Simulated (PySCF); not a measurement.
## Worked example: refractive index and permittivity of the vapour

C₄H₁₀OSi, SMILES C=C(CC)[SiH2]O.

Geometry: B3LYP-D3(BJ)/def2-SVP. This is a generated structure with no PubChem entry under its InChIKey; it may be hypothetical. One conformer was computed; it need not be the lowest.

ωB97X/def2-TZVP in PySCF gives a mean static polarisability of 76.7 bohr³ and a dipole moment of 1.76 D. Take an ideal gas at 298.15 K and 0.01 bar, whether or not the substance is that volatile.

Work out n − 1 in the optical limit and the static ε − 1.


Polarisability volume α' = 76.7 × 0.148185 = 11.37 Å³. Number density N = p/kT = 2.43e-7 Å⁻³.
Dilute limit of Lorentz–Lorenz: n − 1 = 2π N α' = 1.7e-5.
Orientation term of Debye: μ²/(3kT) = 8.098 Å³ × μ²(D²) = 25.08 Å³.
ε − 1 = 4π N (α' + μ²/3kT) = 0.00011. Orientation of the dipole supplies 69 % of the static response; it can't follow optical fields. Vibrational polarisation and dispersion are left out.
